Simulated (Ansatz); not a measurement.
System: C4H7O (charge -1, singlet). It need not be the lowest isomer of its formula. Whether it binds its extra electron was not tested at this geometry. SMILES: C([C-](C)C)=O
Structure (B3LYP-D3(BJ)/def2-TZVP (Ansatz, a quantum-chemistry and plane-wave program) minimum search):
```
C
C 1 1.3799
O 2 1.2680 1 129.92
H 2 1.1252 3 117.41 1 180.00
C 1 1.4938 2 121.82 4 0.00
H 5 1.0962 1 110.50 2 0.00
H 5 1.1075 6 106.99 1 -123.98
H 5 1.1075 6 106.99 7 -112.03
C 1 1.4962 2 120.74 4 180.00
H 9 1.0926 1 109.03 2 0.00
H 9 1.1055 10 107.99 1 123.21
H 9 1.1055 10 107.99 11 113.58
```
Charge -1, spin multiplicity 1.

Parts of the frozen-core correlation energy in 6-31G (Ansatz, hartree). Frozen orbitals: 5; correlated occupied orbitals by spin: 15 and 15; virtual: 39 and 39. Spin-orbit coupling is left out. No relativistic terms.

```json
[
 {"term": "reference (HF)", "value": "-230.26526"},
 {"term": "MP2 opposite-spin", "value": "-0.37548"},
 {"term": "MP2 same-spin", "value": "[?]"},
 {"term": "CCSD correlation", "value": "[?]"},
 {"term": "(T)", "value": "[?]"},
 {"term": "T1 diagnostic", "value": "0.014"},
 {"term": "largest doubles amplitude", "value": "0.074"}
]
```

Q: Fill in the missing entries.

A: 
- MP2 same-spin, value: -0.11738
- CCSD correlation, value: -0.53171
- (T), value: -0.01613
